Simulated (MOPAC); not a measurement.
MOPAC input (PM7):

```
PM7 PRECISE GNORM=0.05 LET XYZ UHF MS=0.5 GEO-OK AUX(PRECISION=9) THREADS=1
HCl2S2Si

S    -0.13888100 1    0.45328100 1    2.04982700 1
Si   -0.07407500 1    0.05327700 1    0.01373300 1
S     1.66878200 1   -1.18966900 1   -0.07808800 1
Cl    0.08858600 1    1.73093800 1   -1.15061700 1
Cl   -1.61512000 1   -1.07194200 1   -0.72587200 1
H     2.50971600 1   -0.16661000 1    0.16022500 1
```

From the output:

```
                                                       MOPAC v23.2.5 Linux

          FINAL HEAT OF FORMATION =        -68.58686 KCAL/MOL =    -286.96742 KJ/MOL

          COSMO AREA              =        152.43 SQUARE ANGSTROMS
          COSMO VOLUME            =        152.37 CUBIC ANGSTROMS

          GRADIENT NORM           =          0.04791          =       0.01956 PER ATOM
          IONIZATION POTENTIAL    =          9.895067 EV
          ALPHA SOMO LUMO (EV)    =         -9.895 -1.989
          BETA  SOMO LUMO (EV)    =         -9.924 -3.524
          NO. OF ALPHA ELECTRONS  =         16
          NO. OF BETA  ELECTRONS  =         15
          MOLECULAR WEIGHT        =        164.1194         POINT GROUP:  C1

          MOLECULAR DIMENSIONS (Angstroms)

            Atom       Atom       Distance
            H     6   Cl     5     4.40333
           Cl     4    S     1     3.38286
            S     3    S     1     2.64990

          SCF CALCULATIONS        =         26

   ATOM   CHEMICAL          X               Y               Z
  NUMBER   SYMBOL      (ANGSTROMS)     (ANGSTROMS)     (ANGSTROMS)

     1       S         -0.23283840  *   0.48407550  *   2.03254155  *
     2      Si         -0.05084881  *   0.02941076  *   0.02570801  *
     3       S          1.68258566  *  -1.17171721  *  -0.11764739  *
     4      Cl          0.09623455  *   1.69420905  *  -1.10989173  *
     5      Cl         -1.59688151  *  -1.04410869  *  -0.69131643  *
     6       H          2.68563874  *  -0.26279215  *  -0.02886800  *

                             CARTESIAN COORDINATES

   1    S       -0.232838400     0.484075499     2.032541545
   2   Si       -0.050848809     0.029410763     0.025708007
   3    S        1.682585657    -1.171717209    -0.117647392
   4   Cl        0.096234555     1.694209050    -1.109891732
   5   Cl       -1.596881515    -1.044108693    -0.691316431
   6    H        2.685638736    -0.262792146    -0.028867996

           Empirical Formula: H S2 Si Cl2  =     6 atoms

      MOLECULAR POINT GROUP   :   C1

          ALPHA EIGENVALUES
 -28.77720 -26.51362 -25.87055 -25.71393 -15.85068 -15.08913 -14.40195 -13.68448
 -12.87580 -12.22172 -12.07399 -11.73465 -11.13141 -10.63336 -10.13133  -9.89507
  -1.98939  -1.89899  -1.76479  -1.28241  -0.98536  -0.88460  -0.85558  -0.78580
  -0.72052  -0.71452  -0.63391  -0.48583  -0.43637   2.16317   3.59800  19.55521
  19.62638  19.72335  19.79565  19.91993  68.60496  68.76731  69.10699  69.34746
  69.38554  69.54787  69.75776  69.76905  70.15555  70.22796

           BETA EIGENVALUES
 -28.34345 -26.17582 -25.71516 -24.04187 -15.77379 -15.06820 -14.37263 -13.43499
 -12.81693 -12.16116 -11.86565 -11.73080 -10.98718 -10.07375  -9.92431  -3.52358
  -1.92511  -1.84160  -1.60222  -1.26250  -0.88533  -0.78427  -0.76107  -0.70314
  -0.47869  -0.44539  -0.42258  -0.36862  -0.36215   2.18438   3.63737  19.57298
  19.63690  19.71797  19.82747  19.94334  68.60594  68.76839  69.10742  69.34724
  69.38532  69.54896  69.76025  69.77183  70.15524  70.22771

              NET ATOMIC CHARGES AND DIPOLE CONTRIBUTIONS

  ATOM NO.   TYPE          CHARGE      No. of ELECS.   s-Pop       p-Pop       d-Pop
    1          S          -0.002579        6.0026     1.92767     4.03094     0.04397
    2         Si           0.218618        3.7814     0.77160     2.75903     0.25075
    3          S          -0.153370        6.1534     1.86645     4.18656     0.10036
    4         Cl          -0.138447        7.1384     1.97971     5.15631     0.00242
    5         Cl          -0.111986        7.1120     1.97921     5.13037     0.00241
    6          H           0.187764        0.8122     0.81224
 DIPOLE           X         Y         Z       TOTAL
 POINT-CHG.     1.927     0.086     1.172     2.257
 HYBRID        -0.023     0.240    -0.237     0.338
 SUM            1.904     0.326     0.935     2.146

          ATOMIC ORBITAL ELECTRON POPULATIONS

     Atom    s        px        py        pz      x^2-y^2     xz        z^2       yz        xy
    1  S   1.92767   1.33313   1.54564   1.15217   0.00059   0.00478   0.02899   0.00786   0.00176
    2 Si   0.77160   0.94123   0.86700   0.95080   0.04577   0.04828   0.05563   0.05035   0.05073
    3  S   1.86645   1.06315   1.25015   1.87326   0.00126   0.00219   0.02607   0.00757   0.06328
    4 Cl   1.97971   1.93137   1.49622   1.72871   0.00052   0.00013   0.00044   0.00086   0.00046
    5 Cl   1.97921   1.53276   1.74782   1.84979   0.00053   0.00045   0.00038   0.00033   0.00071
    6  H   0.81224

                    (SZ)    =    0.500000
                    (S**2)  =    0.759964

          ATOMIC ORBITAL SPIN POPULATIONS

    Atom   Total    s     px     py     pz   x^2-y^2  xz     z^2    yz     xy
         Atomic
    1  S  0.9340  0.008  0.579  0.323  0.016  0.000  0.001  0.005  0.002 -0.000
    2 Si -0.0351 -0.003 -0.020 -0.012 -0.006  0.000  0.002  0.001  0.001  0.001
    3  S  0.0993 -0.000  0.023  0.020  0.055 -0.000 -0.000  0.001 -0.001  0.001
    4 Cl  0.0034 -0.000 -0.001  0.000  0.004 -0.000  0.000  0.000 -0.000 -0.000
    5 Cl -0.0007 -0.000 -0.000 -0.001  0.000  0.000 -0.000 -0.000  0.000 -0.000
    6  H -0.0009 -0.001

 **********************
 *                    *
 * JOB ENDED NORMALLY *
 *                    *
 **********************

 == MOPAC DONE ==
```

The geometry given is a B3LYP-D3(BJ)/def2-TZVP minimum.
